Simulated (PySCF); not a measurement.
Peak assignment

Cartesian coordinates in Å; atom numbers follow the order of the lines, from 1:
```xyz
22

C     3.8525    0.3727    0.1356
C     2.5815   -0.4618    0.1936
O     1.8109   -0.2227   -0.9516
Si    0.2874   -0.6278   -1.2784
O    -0.6238   -0.1020   -0.0481
C    -2.0041   -0.2077    0.1811
C    -2.2996    0.4088    1.5461
C    -2.7975    0.4828   -0.9230
H     3.5989    1.4286    0.0907
H     4.4604    0.1876    1.0175
H     4.4230    0.1161   -0.7533
H     2.0031   -0.2078    1.0892
H     2.8324   -1.5296    0.2398
H     0.0998   -2.0779   -1.4233
H     0.0976    0.0974   -2.5261
H    -2.2733   -1.2746    0.1967
H    -1.7154   -0.0914    2.3143
H    -3.3554    0.3104    1.7828
H    -2.0303    1.4620    1.5380
H    -2.5941    0.0054   -1.8780
H    -3.8622    0.4239   -0.7136
H    -2.5023    1.5270   -0.9870
```

One averaged value for each set of equivalent atoms, no relativistic terms, single conformer, no solvent. GFN2-xTB geometry; PBE0/pcSseg-1 with gauge-including orbitals; PySCF.

Chemical shifts δ = σref − σ; 13C, 1H against TMS, all at this level.

**Question.** Assign these signals to the numbered atoms. 13C{1H} NMR (computed): δ 68.0, 61.2, 28.0, 20.6.

**Answer.** 
| δ (ppm) | atoms | environment | reason |
| --- | --- | --- | --- |
| 68.0 | C6 | sp3 CH bonded to O | the inductive effect lowers its shielding |
| 61.2 | C2 | sp3 CH2 bonded to O | pulled downfield by the heteroatom |
| 28.0 | C7/C8 | methyl carbon | saturated and bonded to C and H only |
| 20.6 | C1 | methyl carbon | – |

**Question.** Assign these signals to the numbered atoms. 1H NMR (400 MHz, computed): δ 4.92 (s, 2H), 4.28 (sept, 1H), 4.04 (q, 2H), 1.32 (t, 3H), 1.26 (d, 6H).

**Answer.** 
4.92 → H14/H15, hydrogen on a silicon bonded to 2 O
4.28 → H16, hydrogen on an sp3 CH bonded to O: its carbon carries O, hence the downfield position
4.04 → H12/H13, hydrogen on an sp3 CH2 bonded to O: its carbon carries O, hence the downfield position
1.32 → H9/H10/H11, hydrogen on a methyl carbon
1.26 → H17/H18/H19/H20/H21/H22, hydrogen on a methyl carbon

H9/H10/H11 and H17/H18/H19/H20/H21/H22 lie closer than the usual error of such a calculation, so a measured spectrum could show them in the other order.

Shifts are as computed. Against solution values, carbons near 30 ppm lie about +3 ppm off and those near 130 ppm about +5 ppm. Of 1211 compounds with measured shifts, 218 miss one by over three times the rms of a fit or turn the order of signals round; such compounds aren't used in these exercises. No couplings were computed; multiplicities are counted from neighbouring protons, with m where these are inequivalent, close in shift, in a saturated or five-membered ring or joined by F or P, and br s for small geminal =CH2 splittings.
